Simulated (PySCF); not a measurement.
# Excitation energy of Kr by level of theory

Kr [Kr] (1S) → Kr [Ar] 3d10 4s1 4p6 5s1 (3S), as a difference of total energies. All numbers are calculated (PySCF 2.14, scalar relativity through the core potential, in aug-cc-pVQZ-PP with ECP10MDF (7s6p5d3f2g, 89 functions)). Correlated levels: valence: 3s2 3p6 3d10 frozen. The calculations carry no spin-orbit coupling.

```tsv
method	excitation energy (eV)
UHF	27.386
MP2 (valence)	25.790
SCS-MP2 (valence)	25.564
CCSD (valence)	24.237
CCSD(T) (valence)	23.190
```

Task: How much does correlation contribute at CCSD(T) (valence)?

Result: 23.190 − (27.386) = -4.196 eV, measured against UHF.

The upper state lies above the first ionisation limit, where it may autoionise and the basis confines it. A Rydberg-like electron needs more diffuse functions than a valence basis has.

The promoted electron is Rydberg-like, and one or two diffuse shells describe it only roughly, which tends to raise the upper state.

The coupled-cluster amplitudes are large for the upper state (T1 above 0.03 or a double amplitude above 0.15), so a single reference is strained.
